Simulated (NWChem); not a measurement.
# CHOS cation; SMILES [OH+]=C=S

```xyz
4

O     -0.0782     1.6221     0.0000
C      0.0106     0.3983     0.0000
S     -0.0111    -1.0956     0.0000
H      0.7398     2.1642     0.0000
```
Atoms are numbered in this order, from 1.

All runs: NWChem. Pople sets run with spherical d functions. All runs use the structure optimised with PBE0-D3(BJ)/def2-TZVP.

**Question.** Estimate the computed values for LC-wPBE (HJS exchange hole, range parameter 0.4 per bohr)/6-31G*. Quantities: highest occupied level (eV); orbital gap (eV).

**Answer.** The highest occupied level (eV) is -18.69 and the orbital gap (eV) comes out as 12.21.
